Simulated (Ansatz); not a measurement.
**Question.** Name a neutral molecule of F, O, Zr and H with size of the dipole moment (PBE/def2-TZVPP) between 3.00 and 3.30 D and LUMO energy (ωB97M-V/def2-TZVPP) between 0.40 and 0.70 eV (Ansatz, PBE0-D4/def2-TZVP geometry).

**Answer.** `[OH][Zr]([OH])([OH])[F]` (3.12 D, 0.60 eV); `[OH][Zr]([OH])([F])[F]` (3.29 D, 0.47 eV). Other molecules can fit too; these were computed, each in one conformer that needn't be the lowest.
